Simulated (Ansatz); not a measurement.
Relaxation of C₂H₅ClMg (9 atoms, charge 0, multiplicity 1), to a largest force component of 0.015 eV/Å in at most 40 steps.

Method: RKS r2SCAN/def2-SVP (Ansatz 0.2.0).

```xyz
9
Properties=species:S:1:pos:R:3:forces:R:3
C -0.518 0.975 0.291 -2.15 2.60 -0.92
C 0.180 -0.237 0.688 1.01 -2.26 1.39
Mg 1.999 0.326 1.722 0.88 -0.04 0.64
Cl 3.956 0.878 2.975 -1.24 -0.31 -0.81
H -1.495 0.730 -0.274 1.00 0.53 0.55
H -0.826 1.633 1.177 0.27 -0.61 -0.95
H 0.097 1.631 -0.392 -0.55 -0.33 0.36
H -0.493 -0.830 1.405 0.89 0.32 -0.85
H 0.403 -0.874 -0.208 -0.12 0.10 0.59
```

**Question.** Where does it end, and by what steps?

**Answer.** The forces met the threshold. After 5 steps the energy has fallen by 0.407 eV; Cl4 moved furthest, 0.18 Å.

```
step  energy less start (eV)  largest force component (eV/Å)  accepted
   0                  0.0000                           2.598       yes
   1                 -0.3737                           0.977       yes
   2                 -0.4023                           0.305       yes
   3                 -0.4062                           0.023       yes
   4                 -0.4064                           0.023       yes
   5                 -0.4065                           0.008       yes
```

```xyz
9
Properties=species:S:1:pos:R:3
C -0.579 1.018 0.261
C 0.251 -0.176 0.755
Mg 2.021 0.270 1.794
Cl 3.889 0.737 2.894
H -1.494 0.701 -0.272
H -0.909 1.669 1.088
H -0.016 1.658 -0.439
H -0.373 -0.818 1.407
H 0.513 -0.827 -0.102
```

Run time: 12 s on 2 threads of INTEL(R) XEON(R) PLATINUM 8581C CPU @ 2.10GHz (Emerald Rapids), with other jobs on the host, peak memory 0.17 GiB.
